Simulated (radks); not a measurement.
Initial-state core-level shifts of the lanthanum ion La2+ when its valence configuration changes from [Xe] 5d1. Method: scalar-relativistic Kohn-Sham, BLYP, spin-unpolarised, spherical densities, finite nucleus; Fermi nuclear charge, rms radius 4.855 fm; computed with a radial shooting solver on a logarithmic mesh with Libxc functionals. Shifts are changes of the shell-averaged eigenvalues in eV (positive: less bound); the change of the density at the nucleus, which sets a Mossbauer isomer shift, is in e/bohr^3, on a base of 3.649e+05.

valence          1s      3d      5s      5p  density at nucleus
6p1          -3.547  -3.655  -3.304  -3.094               +3.98
6s1          -2.527  -2.627  -2.338  -2.163              +30.62
5d0.5 6p0.5  -1.750  -1.802  -1.643  -1.542               +1.85
4f0.5 6s0.5  +2.235  +3.030  +0.635  +0.371               +4.11
